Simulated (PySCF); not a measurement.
# Working out the ionisation energy of B⁺

B⁺ [He] 2s2 (1S) → B²⁺ [He] 2s1 (2S). Calculation: PySCF 2.14, in ANO-RCC-VTZP (4s3p2d1f, 30 functions); scalar relativity by spin-free X2C-1e. Frozen: nothing. Energies in hartree (1 hartree = 27.21139 eV):

```csv
part,B⁺ (lower),B²⁺ (upper)
UHF,-24.244276,-23.382334
MP2 opposite-spin,-0.058185,-0.021691
MP2 same-spin,-0.001199,-0.000659
```

Question: What does Hartree-Fock give?

Answer: (-23.382334) − (-24.244276) = 0.861942 hartree = 23.455 eV.

Question: What do MP2 and SCS-MP2 (6/5 opposite-spin, 1/3 same-spin) give?

Answer: The opposite-spin parts differ by 0.993 eV and the same-spin parts by 0.015 eV. MP2: 23.455 + (0.993) + (0.015) = 24.463 eV. SCS-MP2: 23.455 + 1.2 × (0.993) + (0.015)/3 = 24.652 eV.

Measured between the centres of the two terms (NIST): 25.155 eV, so MP2 (valence and next inner shell) is off by -0.692 eV.

What remains against the reference includes basis incompleteness and correlation beyond second order.
